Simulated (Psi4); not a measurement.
C₃H₅ (SMILES [CH-]1CC1), charge -1, singlet, at a GFN2-xTB geometry (a gas-phase anion, which may not be bound at this level); PBE0/def2-SVP run with Psi4.

Here is a job for Psi4.
```
memory 2 GB

molecule {
-1 1
  C    -0.01075075    0.96016996    0.09341244
  C     0.75577748   -0.34450835    0.02662440
  C    -0.74825136   -0.36088374    0.02184688
  H    -0.01259673    1.43179750   -0.94199642
  H     1.25539163   -0.74361368   -0.87634220
  H     1.26166067   -0.70938769    0.92963389
  H    -1.25179611   -0.73675342    0.92164993
  H    -1.23331166   -0.77070990   -0.88424753
}

set basis def2-svp

energy('pbe0')
print_variables()
```

It wrote (shortened):

```
   => Loading Basis Set <=

    Name: DEF2-SVP
    Role: ORBITAL
    Keyword: BASIS

         ---------------------------------------------------------
                                   SCF
               by Justin Turney, Rob Parrish, Andy Simmonett
                          and Daniel G. A. Smith
                              RKS Reference
         ---------------------------------------------------------

  ==> Geometry <==

    Molecular point group: c1
    Full point group: C1

    Geometry (in Angstrom), charge = -1, multiplicity = 1:

       Center              X                  Y                   Z               Mass
    ------------   -----------------  -----------------  -----------------  -----------------
         C           -0.010282992396     0.923212413415     0.072831084074    12.000000000000
         C            0.756245237604    -0.381465896585     0.006043044074    12.000000000000
         C           -0.747783602396    -0.397841286585     0.001265524074    12.000000000000
         H           -0.012128972396     1.394839953415    -0.962577775926     1.007825032230
         H            1.255859387604    -0.780571226585    -0.896923555926     1.007825032230
         H            1.262128427604    -0.746345236585     0.909052534074     1.007825032230
         H           -1.251328352396    -0.773710966585     0.901068574074     1.007825032230
         H           -1.232843902396    -0.807667446585    -0.904828885926     1.007825032230

  Running in c1 symmetry.

  Rotational constants: A =      0.74740  B =      0.69819  C =      0.44165 [cm^-1]
  Rotational constants: A =  22406.59902  B =  20931.19396  C =  13240.38959 [MHz]
  Nuclear repulsion =   68.406227951512932

  Charge       = -1
  Multiplicity = 1
  Electrons    = 24
  Nalpha       = 12
  Nbeta        = 12

  ==> Algorithm <==

  SCF Algorithm Type is DF.
  DIIS enabled.
  MOM disabled.
  Fractional occupation disabled.
  Guess Type is SAD.
  Energy threshold   = 1.00e-06
  Density threshold  = 1.00e-06
  Integral threshold = 1.00e-12

  ==> Primary Basis <==

  Basis Set: DEF2-SVP
    Blend: DEF2-SVP
    Number of shells: 33
    Number of basis functions: 67
    Number of Cartesian functions: 70
    Spherical Harmonics?: true
    Max angular momentum: 2

  ==> DFT Potential <==

   => LibXC <=

    Version 7.1.2
    S. Lehtola, C. Steigemann, M. J. T. Oliveira, and M. A. L. Marques,  SoftwareX 7, 1–5 (2018) (10.1016/j.softx.2017.11.002)

   => Composite Functional: PBE0 <=

    PBE0 Hyb-GGA Exchange-Correlation Functional

    C. Adamo and V. Barone,  J. Chem. Phys. 110, 6158 (1999) (10.1063/1.478522)
    M. Ernzerhof and G. E. Scuseria,  J. Chem. Phys. 110, 5029 (1999) (10.1063/1.478401)

    Deriv               =              1
    GGA                 =           TRUE
    Meta                =          FALSE

    Exchange Hybrid     =           TRUE
    MP2 Hybrid          =          FALSE

   => Exchange Functionals <=

    0.7500   Perdew, Burke & Ernzerhof

   => Exact (HF) Exchange <=

    0.2500               HF

   => Correlation Functionals <=

    1.0000   Perdew, Burke & Ernzerhof

   => LibXC Density Thresholds  <==

    XC_HYB_GGA_XC_PBEH:  1.00E-15

   => Molecular Quadrature <=

    Radial Scheme          =       TREUTLER
    Pruning Scheme         =           NONE
    Nuclear Scheme         =       TREUTLER

    Blocking Scheme        =         OCTREE
    BS radius alpha        =              1
    Pruning alpha          =              1
    Radial Points          =             75
    Spherical Points       =            302
    Total Points           =         172333
    Total Blocks           =           1342
    Max Points             =            256
    Max Functions          =             67
    Weights Tolerance      =       1.00E-15

   => Loading Basis Set <=

    Name: (DEF2-SVP AUX)
    Role: JKFIT
    Keyword: DF_BASIS_SCF

  ==> Integral Setup <==

  SCF_SUBTYPE=INCORE selected. In-core MEM_DF algorithm will be used.
  Using in-core AOs.

  ==> MemDFJK: Density-Fitted J/K Matrices <==

    J tasked:                   Yes
    K tasked:                   Yes
    wK tasked:                   No
    Algorithm:                 Core
    Schwarz Cutoff:           1E-12
    Mask sparsity (%):       0.0000
    Fitting Condition:        1E-10

   => Auxiliary Basis Set <=

  Basis Set: (DEF2-SVP AUX)
    Blend: DEF2-UNIVERSAL-JKFIT
    Number of shells: 105
    Number of basis functions: 315
    Number of Cartesian functions: 367
    Spherical Harmonics?: true
    Max angular momentum: 4

  Minimum eigenvalue in the overlap matrix is 3.4017790372E-03.
  Reciprocal condition number of the overlap matrix is 5.6638071089E-04.
    Using symmetric orthogonalization.

  ==> Pre-Iterations <==

  SCF Guess: Superposition of Atomic Densities via on-the-fly atomic UHF (no occupation information).

   -------------------------
    Irrep   Nso     Nmo
   -------------------------
     A         67      67
   -------------------------
    Total      67      67
   -------------------------

  ==> Iterations <==

                           Total Energy        Delta E     RMS |[F,P]|

   @DF-RKS iter SAD:  -116.60021315130132   -1.16600e+02   0.00000e+00
   @DF-RKS iter   1:  -116.54429491071970    5.59182e-02   1.25377e-02 DIIS/ADIIS
   @DF-RKS iter   2:  -116.11010695520024    4.34188e-01   1.76566e-02 DIIS/ADIIS
   @DF-RKS iter   3:  -116.96927871377045   -8.59172e-01   1.44895e-03 DIIS/ADIIS
   @DF-RKS iter   4:  -116.97126071768014   -1.98200e-03   1.21211e-03 DIIS/ADIIS
   @DF-RKS iter   5:  -116.97478480958398   -3.52409e-03   1.01620e-04 DIIS/ADIIS
   @DF-RKS iter   6:  -116.97481214757315   -2.73380e-05   2.33454e-05 DIIS
   @DF-RKS iter   7:  -116.97481389284084   -1.74527e-06   4.66750e-06 DIIS
   @DF-RKS iter   8:  -116.97481399878961   -1.05949e-07   7.23955e-07 DIIS
  Energy and wave function converged.

  ==> Post-Iterations <==

   Electrons on quadrature grid:
      Ntotal   =   23.9999636163 ; deviation = -3.638e-05

    Orbital Energies [Eh]
    ---------------------

    Doubly Occupied:

       1A    -10.002288     2A    -10.002153     3A     -9.935710
       4A     -0.607813     5A     -0.373451     6A     -0.332533
       7A     -0.252329     8A     -0.190925     9A     -0.139029
      10A     -0.059981    11A     -0.048586    12A      0.076991

    Virtual:

      13A      0.268616    14A      0.293729    15A      0.307591
      16A      0.353405    17A      0.375188    18A      0.396011
      19A      0.497088    20A      0.499736    21A      0.626077
      22A      0.681029    23A      0.743328    24A      0.744088
      25A      0.763868    26A      0.827043    27A      0.832857
      28A      0.857288    29A      0.883919    30A      0.897602
      31A      0.901239    32A      0.907074    33A      0.928273
      34A      0.928875    35A      0.960976    36A      1.096789
      37A      1.107000    38A      1.485790    39A      1.551944
      40A      1.668385    41A      1.700526    42A      1.747927
      43A      1.847472    44A      1.868106    45A      1.925832
      46A      1.958243    47A      1.977472    48A      2.016406
      49A      2.036804    50A      2.165868    51A      2.178629
      52A      2.246024    53A      2.317625    54A      2.400656
      55A      2.421085    56A      2.442252    57A      2.535705
      58A      2.612241    59A      2.758985    60A      2.778996
      61A      2.883493    62A      2.920202    63A      3.050343
      64A      3.129045    65A      3.176820    66A      3.240316
      67A      3.334603

    Final Occupation by Irrep:
              A
    DOCC [    12 ]
    NA   [    12 ]
    NB   [    12 ]

  @DF-RKS Final Energy:  -116.97481399878961

   => Energetics <=

    Nuclear Repulsion Energy =             68.4062279515129319
    One-Electron Energy =                -297.1710483382452139
    Two-Electron Energy =                 125.5843662162889132
    DFT Exchange-Correlation Energy =     -13.7943598283462503
    Empirical Dispersion Energy =           0.0000000000000000
    VV10 Nonlocal Energy =                  0.0000000000000000
    Total Energy =                       -116.9748139987896138

Computation Completed

Properties will be evaluated at   0.000000,   0.000000,   0.000000 [a0]

Properties computed using the SCF density matrix

 Multipole Moments:

 ------------------------------------------------------------------------------------
     Multipole            Electronic (a.u.)      Nuclear  (a.u.)        Total (a.u.)
 ------------------------------------------------------------------------------------

 L = 1.  Multiply by 2.5417464519 to convert [e a0] to [Debye]
 Dipole X            :         -0.0065172            0.0203305            0.0138133
 Dipole Y            :          0.4654116           -1.6063117           -1.1409001
 Dipole Z            :          0.4564601           -0.8945419           -0.4380818
 Magnitude           :                                                    1.2221946

 ------------------------------------------------------------------------------------

  Variable Map:
  ----------------------------------------------------------------------------
  "CURRENT ENERGY"              =>    -116.974813998790
  "CURRENT REFERENCE ENERGY"    =>    -116.974813998790
  "DD SOLVATION ENERGY"         =>       0.000000000000
  "DFT FUNCTIONAL TOTAL ENERGY" =>    -116.974813998790
  "DFT TOTAL ENERGY"            =>    -116.974813998790
  "DFT VV10 ENERGY"             =>       0.000000000000
  "DFT XC ENERGY"               =>     -13.794359828346
  "GRID ELECTRONS ALPHA"        =>      11.999981808172
  "GRID ELECTRONS BETA"         =>      11.999981808172
  "GRID ELECTRONS TOTAL"        =>      23.999963616344
  "NUCLEAR REPULSION ENERGY"    =>      68.406227951513
  "ONE-ELECTRON ENERGY"         =>    -297.171048338245
  "PCM POLARIZATION ENERGY"     =>       0.000000000000
  "PE ENERGY"                   =>       0.000000000000
  "SCF ITERATION ENERGY"        =>    -116.974813998790
  "SCF ITERATIONS"              =>       8.000000000000
  "SCF TOTAL ENERGY"            =>    -116.974813998790
  "TWO-ELECTRON ENERGY"         =>     125.584366216289
  "XC GRID RADIAL POINTS"       =>      75.000000000000
  "XC GRID SPHERICAL POINTS"    =>     302.000000000000
  "XC GRID TOTAL POINTS"        =>  172333.000000000000

  Array Variable Map:
  ----------------------------------------------------------------------------
  "CURRENT DIPOLE"              =>       0.013813320681 ... -0.438081833537 1 by 3
  "SCF DIPOLE"                  =>       0.013813320681 ... -0.438081833537 1 by 3
  "SCF TOTAL ENERGIES"          =>    -116.600213151301 ... -116.974813998790 1 by 9
```
